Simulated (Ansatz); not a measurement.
Consider the ligand exchange at the Si–N bond: `CC(N)N[SiH3]` + `N=C[SeH]` → `[SiH3]/N=C\[SeH]` + `CC(N)N`.

Isolated molecules relaxed with PBE0-D4/def2-TZVP in Ansatz; ΔE leaves out vibrations. CBS: MP2 limit from def2 TZ/QZ plus the TZ coupled-cluster correction, frozen cores. Functionals use def2-TZVPP. For Se outer-core shells are correlated without core-valence functions, which leaves a few kJ/mol of doubt a bond. Scalar relativity is left out up to krypton. One conformer a species, not always the lowest.

`CC(N)N[SiH3]`:

Z-matrix (Å, degrees):
```
C
C 1 1.519
H 1 1.096 2 110.1
H 1 1.091 2 110.7 3 119.1
H 1 1.091 2 110.8 3 -119.6
N 2 1.446 1 109.0 3 64.2
N 2 1.458 1 112.3 3 -63.0
H 2 1.097 1 108.5 3 -179.8
H 6 1.014 2 110.4 1 -54.8
H 6 1.013 2 109.8 1 -172.9
Si 7 1.718 2 123.7 1 -97.6
H 7 1.010 2 112.9 1 55.3
H 11 1.486 7 107.6 2 -172.3
H 11 1.496 7 115.6 2 67.3
H 11 1.488 7 108.3 2 -52.4
```

`N=C[SeH]`:

Z-matrix (Å, degrees):
```
C
Se 1 1.903
N 1 1.257 2 119.6
H 1 1.094 2 114.0 3 180.0
H 2 1.468 1 94.0 3 -180.0
H 3 1.018 1 111.3 2 -180.0
```

`[SiH3]/N=C\[SeH]`:

Z-matrix (Å, degrees):
```
Si
N 1 1.732
H 1 1.483 2 107.6
H 1 1.483 2 107.6 3 118.5
H 1 1.493 2 113.3 3 -120.8
C 2 1.246 1 131.9 3 121.1
Se 6 1.937 2 127.1 1 0.0
H 6 1.094 2 121.7 1 180.0
H 7 1.468 6 93.1 2 -179.9
```

`CC(N)N`:

Cartesian coordinates in Å:
```
C 0.546 1.025 -0.460
C -0.050 -0.094 0.381
N 0.558 -1.396 0.183
N -1.450 -0.246 0.039
H 0.058 1.984 -0.256
H 1.611 1.141 -0.245
H 0.421 0.797 -1.521
H 0.108 0.156 1.445
H 0.480 -1.653 -0.795
H 1.541 -1.372 0.424
H -1.866 -0.961 0.623
H -1.957 0.618 0.182
```

| level | ΔE (kcal/mol) |
| --- | --- |
| PBE0-D4 | -0.2 |
| ωB97X-V | 1.0 |
| HF/def2-QZVPP | 0.8 |
| CCSD/CBS(def2) | 0.3 |

**Question.** What does CCSD(T)/CBS give? (Estimate.)

**Answer.** Ansatz gave: -0.1 kcal/mol. The listed levels differ from it by -0.1, 1.1, 0.9, 0.4 kcal/mol.

Largest T1 diagnostic among the species: 0.013.

From PBE to PBE0 (25 % exact exchange), in def2-TZVPP and without D4, ΔE moves by +0.9 kcal/mol.
